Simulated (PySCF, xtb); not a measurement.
C3H8O2Si, SMILES C(/C)=C\O[SiH2]O. The values are those of a single conformer.

Harmonic wavenumbers (cm⁻¹) from GFN2-xTB in xtb at its own minimum, in rising order: 16, 52, 122, 166, 215, 272, 300, 346, 427, 559, 640, 733, 757, 771, 782, 822, 905, 968, 992, 1043, 1130, 1204, 1251, 1312, 1403, 1479, 1488, 1727, 2336, 2357, 2995, 3012, 3016, 3043, 3084, 3664.

What does PBE-D3(BJ)/def2-SVP run with PySCF 2.14.0 give at its own minimum? (The exact figures need the calculation; the answer reports its results.)

51, 63, 129, 202, 234, 291, 309, 357, 437, 627, 750, 789, 793, 837, 882, 897, 912, 917, 941, 1008, 1108, 1190, 1236, 1306, 1351, 1398, 1416, 1708, 2199, 2210, 2950, 3014, 3032, 3052, 3095, 3761. Paired by order, the mean absolute difference is 43 cm⁻¹ and the zero-point energies are 64.9 and 65.0 kcal/mol.
